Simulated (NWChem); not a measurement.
Everything below was run with NWChem. System: F$_{3}$In, charge 1, spin multiplicity 2, at the geometry of a parent with another charge or spin, in a state set for the comparison that need not be this species' ground state. Its SCF solution wasn't tested for a lower state.

The NWChem input:

```
start mol
memory heap 200 mb stack 900 mb global 1100 mb
charge 1
geometry units angstroms nocenter noautoz
  In     0.000000     0.000000     0.000059
  F      0.000000     0.000000     1.958317
  F     -1.695773     0.000000    -0.979320
  F      1.695773     0.000000    -0.979320
  symmetry group C2v
end
basis spherical
  * library def2-svpd
end
ecp
  In library def2-ecp
end
dft
  xc xpbe96 cpbe96
  odft
  mult 2
  semidirect memsize 60000000 filesize 0
  iterations 100
end
task dft energy
```

The output up to the point where the run's verdict is printed (cleaned and shortened):

```
             Northwest Computational Chemistry Package (NWChem) 7.3.0
             --------------------------------------------------------

                                NWChem Input Module
                                -------------------

 Scaling coordinates for geometry "geometry" by  1.889725989
 (inverse scale =  0.529177249)

 Turning off AUTOSYM since
 SYMMETRY directive was detected!

                             Geometry "geometry" -> ""
                             -------------------------

 Output coordinates in angstroms (scale by  1.889725989 to convert to a.u.)

  No.       Tag          Charge          X              Y              Z
 ---- ---------------- ---------- -------------- -------------- --------------
    1 In                  49.0000     0.00000000     0.00000000     0.00005900
    2 F                    9.0000     0.00000000     0.00000000     1.95831700
    3 F                    9.0000    -1.69577300     0.00000000    -0.97932000
    4 F                    9.0000     1.69577300     0.00000000    -0.97932000

 Effective nuclear repulsion energy (a.u.)     395.4225226348

            Nuclear Dipole moment (a.u.)
            ----------------------------
        X                 Y               Z
 ---------------- ---------------- ----------------
     0.0000000000     0.0000000000    -0.0000302356

      Symmetry information
      --------------------

 Group name             C2v
 Group number             16
 Group order               4
 No. of unique centers     3

      Symmetry unique atoms

     1    2    3


 Summary of "ao basis" -> "" (spherical)
 ------------------------------------------------------------------------------
       Tag                 Description            Shells   Functions and Types
 ---------------- ------------------------------  ------  ---------------------
 *                         def2-svpd                  on all atoms

 Summary of "ao basis" -> "ao basis" (spherical)
 ------------------------------------------------------------------------------
       Tag                 Description            Shells   Functions and Types
[...]
 d= 0,ls=0.5,diis    75   -488.7711848611 -4.44D-05  3.71D-06  1.17D-03    24.1
                                                     2.63D-05  1.51D-03
 d= 0,ls=0.5,diis    76   -488.7712275194 -4.27D-05  4.27D-06  1.11D-03    24.4
                                                     2.73D-05  1.44D-03
 d= 0,ls=0.5,diis    77   -488.7713054979 -7.80D-05  1.86D-06  9.72D-04    24.7
                                                     2.56D-05  1.29D-03
 d= 0,ls=0.5,diis    78   -488.7713670000 -6.15D-05  3.46D-06  8.79D-04    25.0
                                                     2.65D-05  1.17D-03
 d= 0,ls=0.5,diis    79   -488.7714366481 -6.96D-05  3.43D-06  7.66D-04    25.3
                                                     2.68D-05  1.03D-03
 d= 0,ls=0.5,diis    80   -488.7715070647 -7.04D-05  2.67D-06  6.54D-04    25.6
                                                     2.61D-05  8.95D-04
 d= 0,ls=0.5,diis    81   -488.7715693659 -6.23D-05  6.55D-06  5.61D-04    25.9
                                                     2.31D-05  7.75D-04
 d= 0,ls=0.5,diis    82   -488.7716101339 -4.08D-05  1.00D-05  5.11D-04    26.2
                                                     1.90D-05  7.04D-04
 d= 0,ls=0.5,diis    83   -488.7716138270 -3.69D-06  1.11D-05  5.38D-04    26.4
                                                     1.67D-05  7.19D-04
 d= 0,ls=0.5,diis    84   -488.7716083919  5.44D-06  7.14D-06  5.73D-04    26.7
                                                     1.45D-05  7.49D-04
 d= 0,ls=0.5,diis    85   -488.7716095374 -1.15D-06  6.06D-06  5.83D-04    27.0
                                                     1.33D-05  7.59D-04
 d= 0,ls=0.5,diis    86   -488.7716069737  2.56D-06  3.52D-06  6.02D-04    27.3
                                                     1.23D-05  7.77D-04
 d= 0,ls=0.5,diis    87   -488.7716142527 -7.28D-06  3.56D-06  5.94D-04    27.6
                                                     1.12D-05  7.69D-04
 d= 0,ls=0.5,diis    88   -488.7716194211 -5.17D-06  4.86D-06  5.91D-04    27.9
                                                     1.25D-05  7.63D-04
 d= 0,ls=0.5,diis    89   -488.7716475487 -2.81D-05  6.27D-06  5.34D-04    28.2
                                                     1.31D-05  7.00D-04
 d= 0,ls=0.5,diis    90   -488.7716783204 -3.08D-05  5.64D-06  4.77D-04    28.5
                                                     1.67D-05  6.32D-04
 d= 0,ls=0.5,diis    91   -488.7717207172 -4.24D-05  4.10D-06  4.02D-04    28.8
                                                     1.53D-05  5.33D-04
 d= 0,ls=0.5,diis    92   -488.7717517292 -3.10D-05  7.37D-06  3.60D-04    29.1
                                                     2.13D-05  4.70D-04
 d= 0,ls=0.5,diis    93   -488.7717980399 -4.63D-05  2.32D-06  2.86D-04    29.4
                                                     1.65D-05  3.72D-04
 d= 0,ls=0.5,diis    94   -488.7718230972 -2.51D-05  6.82D-06  2.55D-04    29.7
                                                     1.26D-05  3.26D-04
 d= 0,ls=0.5,diis    95   -488.7718277396 -4.64D-06  9.21D-06  2.59D-04    30.0
                                                     1.09D-05  3.29D-04
 d= 0,ls=0.5,diis    96   -488.7718171562  1.06D-05  3.43D-06  2.94D-04    30.3
                                                     1.02D-05  3.63D-04
 d= 0,ls=0.5,diis    97   -488.7718296377 -1.25D-05  3.51D-06  2.71D-04    30.6
                                                     9.93D-06  3.40D-04
 d= 0,ls=0.5,diis    98   -488.7718401591 -1.05D-05  2.56D-06  2.54D-04    30.9
                                                     9.28D-06  3.21D-04
 d= 0,ls=0.5,diis    99   -488.7718518235 -1.17D-05  3.15D-06  2.34D-04    31.2
                                                     7.76D-06  2.98D-04
 d= 0,ls=0.5,diis   100   -488.7718536426 -1.82D-06  2.17D-06  2.38D-04    31.5
                                                     8.76D-06  3.00D-04
```

Convergence was not reached. The next line reads: Calculation failed to converge. NWChem stopped with the message: dft energy failed.
